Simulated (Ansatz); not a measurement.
Program: Ansatz. Geometries: PBE0-D4/def2-TZVP. ΔE: electronic, gas phase. CCSD(T)/CBS is the MP2 limit (def2-TZVPP, def2-QZVPP) plus CCSD(T) − MP2 in def2-TZVPP, frozen cores. This one scheme is used for every species. Each species was taken in one conformer, which may not be the lowest.

`CBF` + `C=C(N)[SiH3]` → `C=C([SiH3])NBF` + CH₄  (ligand exchange at a B–C bond)

```tsv
species	MP2/def2-TZVPP energy (Eh)
`CBF`	-164.97846
`C=C(N)[SiH3]`	-423.89766
`C=C([SiH3])NBF`	-548.51495
CH₄	-40.41206
```

Question: Work out ΔE.

Answer: ΔE = (-548.51495) + (-40.41206) − (-164.97846) − (-423.89766) = -0.05089 Eh = -1.38 eV. CCSD(T)/CBS gives -1.35 eV.

Largest T1 diagnostic among the species: 0.013.

In def2-TZVPP, CCSD(T) changes the Hartree–Fock value by −0.06 eV (the triples alone add −0.02 eV) and MP2 by −0.07 eV. The D4 term adds −0.06 eV with B3LYP and −0.03 eV with PBE0; it sums over pairs of atoms, weighted by their polarisabilities, and B3LYP, whose exchange is more repulsive, gets the larger term.

B3LYP here is the variant with VWN-RPA as its local correlation; programs differ in this.
